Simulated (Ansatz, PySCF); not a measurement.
Breaking the Ge1–H3 bond in GeH4O (SMILES [OH][GeH3]) (multiplicity 1 held, fragments rigid). Energies count from the point at 1.542 Å.
Geometry at that point (charge 0, multiplicity 1):
```xyz
6

Ge    -0.32904     0.06812     0.07330
O      1.35706    -0.35716    -0.37169
H     -0.54454    -0.15512     1.58392
H     -1.18633    -0.88518    -0.76518
H     -0.60849     1.54276    -0.28109
H      2.01214     0.17482     0.09016
```

U- levels take the lowest unrestricted solution at each point, which mixes spins at long bonds. Active spaces are followed from a long bond inwards. Left out are points that failed, MP2 points that dive below the minimum, coupled-cluster points behind a jump of the amplitudes or a sharp parting from full CI or MRCI, small-basis points behind a change of solution, and semi-empirical points at long bonds. Levels need not reach the same state.

Cores are frozen in the correlated methods. Filled d and f shells under p-block atoms count as core. Rows in 3-21G, LANL2DZ carry no dispersion term and start afresh at each structure; the Pople sets are all-electron and without relativity. LANL2DZ brings its own core potentials from Na on.

Programs: Ansatz (Gaussian basis) for Hartree–Fock, density functionals and correlated methods; PySCF for 3-21G rows, LANL2DZ rows. Each number belongs to the level named beside it.

Energies in kJ/mol.

```tsv
R (Å)	R-HF/3-21G	U-HF/LANL2DZ	R-BP86/LANL2DZ	FIC-MRCISD+Q on CASSCF(2,2)/cc-pVTZ
1.234	120	122	133	129
1.388	23	23	29	25
1.542	0	0	0	0
1.696	16	19	10	15
1.851	53	59	39	50
2.082	126	136	99	115
2.313	206	206	161	181
2.699	332	258	255	268
3.084	442	276	327	323
3.547	551	282	388	354
4.164	656	284	left out	366
4.935	736	285	left out	369
```

Doubts at one or more of the structures used: a restricted determinant that unrestricted orbitals would lower (R-HF/3-21G); a spin-contaminated determinant (U-HF/LANL2DZ).

Ansatz is an electronic-structure program.
